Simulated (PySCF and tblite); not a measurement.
The numbers below are computed, except where a source is named.
C8H14O2, numbered as in [CH3:1][C:2](=[O:3])[C@@H:4]([CH3:5])[C@H:6]([CH3:7])[C:8]([CH3:9])=[O:10].

Level: PBE0-D3(BJ)/pcSseg-1//GFN2-xTB, thermal terms from GFN2-xTB, symmetry numbers and mirror pairs counted. Conformers within 2.5 kcal/mol (GFN2-xTB free energy) were kept, 7 at most. Programs: PySCF with density fitting and tblite.

Torsions listed: O3–C2–C4–C5, C5–C4–C6–C7, C4–C6–C8–O10.

| conformer | shape | symmetry | dipole D |
| --- | --- | --- | --- |
| 1 | 116°, -68°, -119° | C2 | 3.56 |
| 2 | -85°, -70°, 38° | C2 | 2.50 |

Question: Which of these conformers is the most populated at 298.15 K, and with what share?

Answer: Conformer 2, about 100 %.

Question: Give the DFT energies and free energies relative to the lowest, and all weights.

Answer: 
| conformer | shape | E(DFT) kcal/mol | G(298.15 K) kcal/mol | weight % |
| --- | --- | --- | --- | --- |
| 1 | 116°, -68°, -119° | 3.05 | 3.59 | 0.2 |
| 2 | -85°, -70°, 38° | 0.00 | 0.00 | 99.8 |

Question: How does its share change from 250 K to 350 K?

Answer: From 100 % to 99 %; the mixing entropy goes from 0.01 to 0.07 cal/(mol K).


Conformer gaps in pcSseg-1 on xTB geometries can be 2 kcal/mol off for S=O, P=O and other polar bonds.